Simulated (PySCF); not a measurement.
# How methods differ on the ionisation energy of I⁺

I⁺ [Kr] 4d10 5s2 5p4 (3P) → I²⁺ [Kr] 4d10 5s2 5p3 (4S), as a difference of total energies. Calculation: PySCF 2.14, in def2-QZVPPD with the def2 core potential (28 electrons) (8s7p5d4f1g, 91 functions); a scalar-relativistic core potential. Correlated levels: valence: 4s2 4p6 4d10 frozen. The calculations carry no spin-orbit coupling.

```
           method  ionisation energy (eV)
              UHF                  17.687
    MP2 (valence)                  18.423
SCS-MP2 (valence)                  18.508
   CCSD (valence)                  18.565
CCSD(T) (valence)                  18.598
```

Task: How much does correlation contribute at CCSD(T) (valence)?

Result: 18.598 − (17.687) = 0.911 eV, measured against UHF.

Errors of the correlated levels include the incompleteness of this basis and the frozen core.

For comparison: 18.750 eV (measured; NIST levels, between the centres of gravity of the two terms).
